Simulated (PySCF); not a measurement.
**Electron correlation in Ca (calcium, neutral)**

[Ar] 3d1 4s1, high-spin 3D determinant (an excited configuration). Computed with PySCF 2.14 in x2c-TZVPPall, with scalar relativity by spin-free X2C-1e. Frozen: [Ne]; 10 electrons correlated.

```tsv
level	correlation energy (mhartree)
CCSD	-192.95
(T)	-3.24
CCSD(T)	-196.19
```

Diagnostics: T1 = 0.011, D1 = 0.0440, largest double amplitude 0.057.

Task: Is a single reference adequate?

Result: Yes: T1 lies below 0.03 and no double amplitude reaches 0.07.

This basis was not built for core-valence correlation, so the inner-shell part is incomplete.
